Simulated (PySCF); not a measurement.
## Polarisability and C₆ of Be (beryllium, neutral)

[He] 2s1 2p1, high-spin 3P determinant (an excited configuration). Calculation: PySCF 2.14, in aug-cc-pVQZ with one added diffuse shell each of s, p, d, f, g type (7s6p5d4f3g, 105 functions); the non-relativistic Hamiltonian (point nucleus). Coupled (time-dependent) response in atomic units; α is the mean over directions.

```csv
method,mean α (bohr³),"α xx, yy, zz",C₆ (like pair),S(−4)
UHF,38.99,"39.38, 38.22, 39.38",221.5,1150
PBE,45.94,"42.98, 51.85, 42.98",267.7,1972
PBE0,43.00,"41.45, 46.09, 41.45",247.8,1583
BLYP,46.42,"42.84, 53.59, 42.84",268.9,2108
```

S(−4) is the Cauchy moment in α(ω) = α(0) + S(−4) ω² + …

α(iu) at BLYP:

```
u (hartree)  α(iu) (bohr³)
          0          46.42
     0.0500          41.86
      0.100          33.07
      0.200          19.20
      0.300          11.81
      0.500          5.577
      0.750          2.862
       1.00          1.741
       1.50         0.8508
       2.00         0.5119
       3.00         0.2530
       5.00         0.1056
```

A single London oscillator, α(iu) = α/(1 + u²/ω²), gives C₆ = (3/4) ω α². Matching the computed C₆ needs ω = 4 × 268.9 / (3 × 46.42²) = 0.166 hartree.

The components differ because the open shell of this determinant is not spherical; for a pure term their mean is the scalar polarisability.
